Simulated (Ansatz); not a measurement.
Cartesian coordinates in Å:
```
C -0.2985 0.9727 1.0304
C 0.2832 -0.3271 0.5263
Ge 0.1875 -0.5411 -1.4305
Br -0.6511 -1.8481 1.3372
H 0.2603 1.8131 0.6058
H -1.3456 1.0808 0.7404
H -0.2396 1.0403 2.1188
H 1.3158 -0.4480 0.8530
H 0.9550 0.6233 -2.0887
H -1.2873 -0.4892 -1.8531
H 0.8203 -1.8767 -1.8396
```

Total charge 0; spin multiplicity 1.

(1) List the B3LYP/def2-TZVPP orbital energies in eV (the Gaussian-basis code of Ansatz). (Best estimate.)

Answers

(1) Ansatz gave: Occupied: -13138.98, -10850.25, -1700.62, -1532.35, -1532.25, -1532.25, -1354.64, -1205.54, -1205.53, -1205.53, -278.46, -277.14, -236.40, -177.34, -177.04, -177.04, -169.17, -119.42, -119.42, -119.41, -71.61, -71.52, -71.52, -71.28, -71.28, -32.99, -32.99, -32.98, -32.92, -32.92, -22.43, -20.07, -16.99, -14.95, -12.61, -12.01, -11.17, -10.19, -9.45, -9.34, -9.08, -7.72, -7.38. Lowest empty: -0.49, 0.49, 0.98, 1.19, 1.61, 1.76, 2.04, 2.67.

B3LYP here is the variant with VWN-RPA as its local correlation; programs differ in this.
